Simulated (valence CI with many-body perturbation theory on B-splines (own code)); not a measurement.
# Level structure of I XIV

Computed by configuration interaction combined with many-body perturbation theory (CI+MBPT): four valence electrons over a frozen Dirac-Fock core [Kr], a basis of 7 s, 7 p, 8 d, 6 f, 4 g, 1 h functions for each j, with the one-electron correlation potential Σ1 (screened to all orders), the two-electron term Σ2, the three-electron term Σ3, Breit, model QED; selected single and double excitations, second order for the rest, scaled by the run's own slope (own B-spline code, finite nucleus).

No measured spectrum was set against this ion. As an estimate, terms of the open shell hold to 2 to 4 % of their energy, and close levels can change places. Only levels of the ground parity were solved; by the run's estimate the other parity begins above the list, which can be wrong where configurations are misplaced.

Levels 1 to 32 of 32, with energies above the lowest level, 4d4 5D_0. "Leading %" is the weight of the configuration and term that name the level; weights of strongly mixed levels are sums over their largest components and can fall short, so below about 35 % the name and the second component can differ from the true leading terms, or belong to a minority configuration. Lifetimes count E1, E2, E3, M1 and M2 decay at the calculated energies, and are blank where another channel may lead or the interval is too uncertain; long ones can be off by a factor of two.

| No. | Configuration | Term | J | E (eV) | Leading % | Lifetime | Second component |
| --- | --- | --- | --- | --- | --- | --- | --- |
| 1 | 4d4 | 5D | 0 | 0.000 | 72 |  | 25 % 4d4 3P |
| 2 | 4d4 | 5D | 1 | 0.776 | 88 | 93.3 ms | 12 % 4d4 3P |
| 3 | 4d4 | 5D | 2 | 1.524 | 93 | 90.6 ms |  |
| 4 | 4d4 | 5D | 3 | 2.161 | 90 | 173 ms | 6 % 4d4 3F |
| 5 | 4d4 | 5D | 4 | 2.662 | 77 | 646 ms | 18 % 4d4 3F |
| 6 | 4d4 | 3P | 0 | 4.302 | 59 | 2.43 ms | 26 % 4d4 5D |
| 7 | 4d4 | 3H | 4 | 4.537 | 60 | 23.4 ms | 15 % 4d4 3G |
| 8 | 4d4 | 3G | 3 | 5.458 | 65 | 9.46 ms | 26 % 4d4 3F |
| 9 | 4d4 | 3H | 5 | 5.599 | 77 | 46.5 ms | 22 % 4d4 3G |
| 10 | 4d4 | 3F | 2 | 5.771 | 72 | 6.38 ms | 14 % 4d4 1D |
| 11 | 4d4 | 3P | 1 | 5.830 | 79 | 3.53 ms | 11 % 4d4 3D |
| 12 | 4d4 | 3H | 6 | 6.099 | 76 | 1.13 s | 23 % 4d4 1I |
| 13 | 4d4 | 3G | 4 | 6.651 | 51 | 10.1 ms | 22 % 4d4 3H |
| 14 | 4d4 | 3P | 2 | 7.036 | 45 | 21.0 ms | 44 % 4d4 3D |
| 15 | 4d4 | 3F | 4 | 7.115 | 40 | 5.97 ms | 28 % 4d4 1G |
| 16 | 4d4 | 3F | 3 | 7.371 | 56 | 9.59 ms | 26 % 4d4 3D |
| 17 | 4d4 | 3D | 3 | 7.805 | 51 | 3.79 ms | 21 % 4d4 3G |
| 18 | 4d4 | 3G | 5 | 8.155 | 77 | 10.5 ms | 22 % 4d4 3H |
| 19 | 4d4 | 3P | 2 | 8.521 | 39 | 3.09 ms | 27 % 4d4 1D |
| 20 | 4d4 | 1I | 6 | 8.674 | 76 | 8.86 ms | 23 % 4d4 3H |
| 21 | 4d4 | 3D | 1 | 8.710 | 87 | 2.76 ms | 10 % 4d4 3P |
| 22 | 4d4 | 1G | 4 | 9.855 | 51 | 4.70 ms | 32 % 4d4 3F |
| 23 | 4d4 | 1S | 0 | 10.111 | 77 | 2.69 ms | 22 % 4d4 3P |
| 24 | 4d4 | 3P | 2 | 10.288 | 32 | 3.58 ms | 30 % 4d4 1D |
| 25 | 4d4 | 1F | 3 | 10.753 | 66 | 4.25 ms | 16 % 4d4 3D |
| 26 | 4d4 | 3P | 2 | 11.751 | 67 | 4.21 ms | 20 % 4d4 3F |
| 27 | 4d4 | 3F | 4 | 12.359 | 74 | 1.91 ms | 20 % 4d4 1G |
| 28 | 4d4 | 3F | 2 | 12.744 | 61 | 2.56 ms | 23 % 4d4 1D |
| 29 | 4d4 | 3F | 3 | 12.905 | 79 | 4.96 ms | 18 % 4d4 1F |
| 30 | 4d4 | 3P | 1 | 13.095 | 97 | 2.53 ms |  |
| 31 | 4d4 | 3P | 0 | 13.740 | 87 | 3.65 ms | 11 % 4d4 1S |
| 32 | 4d4 | 1G | 4 | 13.904 | 81 | 2.54 ms | 16 % 4d4 3F |

Names give the largest LS component (configuration and term), which can be under half, so a name can repeat, a term be missing and a line seem to break the LS rules; names also repeat where a configuration has a term twice.

Where two levels of one J and parity lie close, their mixing, g and order are uncertain.

The ionisation energy to 4d3 4F_3/2 of the next ion comes out as 307.79 eV (NIST: 307 ± 3 eV (theoretical)). All 32 levels together are meant to be complete up to 14.292 eV.
